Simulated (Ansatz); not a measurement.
`N[SiH](F)[SeH]` → `N[Si]F` + H₂Se  (silylene formation by 1,1-elimination)

Gas-phase electronic energies from Ansatz, PBE0-D4/def2-TZVP geometries. CBS: MP2 limit from def2 TZ/QZ plus the TZ coupled-cluster correction, frozen cores. This one scheme is used for every species. Functionals use def2-TZVPP. HSE06 is defined as in plane-wave codes. For Se outer-core shells are correlated without core-valence functions, which leaves a few kJ/mol of doubt a bond. Scalar relativity is left out up to krypton. One conformer a species, not always the lowest.

`N[SiH](F)[SeH]`:

Cartesian coordinates in Å:
```
N 1.033 -0.253 -0.566
Si -0.521 0.352 -0.265
F -1.517 -0.583 -1.090
Se -0.901 0.352 1.964
H 1.807 -0.038 0.039
H 1.321 -0.544 -1.486
H -0.834 1.731 -0.706
H -0.387 -1.017 2.111
```

`N[Si]F`:

```xyz
5

N    -0.559    0.182   -0.100
Si    0.588   -0.421    1.004
F     1.858   -0.520    0.000
H    -0.378    0.380   -1.074
H    -1.510    0.379    0.170
```

H₂Se:

Cartesian coordinates in Å:
```
Se -0.296 -0.005 -0.617
H 1.023 -0.395 -0.108
H -0.727 0.400 0.725
```

Problem. Is it downhill or uphill in electronic energy at CCSD(T)/CBS, and by how much? (Estimate.)

Solution. The calculation gave: Uphill: ΔE = +2.05 eV.

Problem. What do these levels give: LDA (SPW92), r2SCAN-D4, B97M-V, HSE06-D4, PBE, revPBE, BLYP, r2SCAN, PBE0, LC-ωPBE, CCSD(T)/def2-TZVPP, HF/CBS(def2)? (Estimate.)

Solution. Computed: LDA (SPW92) 2.14, r2SCAN-D4 2.16, B97M-V 1.97, HSE06-D4 2.11, PBE 1.85, revPBE 1.71, BLYP 1.55, r2SCAN 2.14, PBE0 2.03, LC-ωPBE 2.14, CCSD(T)/def2-TZVPP 1.96, HF/CBS(def2) 1.96 eV.

Largest T1 diagnostic among the species: 0.014.

At CCSD(T), def2-SVP lies −0.31 eV from the extrapolated value and def2-TZVPP −0.09 eV. From BLYP to BHLYP (50 % exact exchange), in def2-TZVPP and without D4, ΔE moves by +0.42 eV. The D4 term adds +0.15 eV with B3LYP and +0.08 eV with PBE0; it sums over pairs of atoms, weighted by their polarisabilities, and B3LYP, whose exchange is more repulsive, gets the larger term.

B3LYP here is the variant with VWN-RPA as its local correlation; programs differ in this.
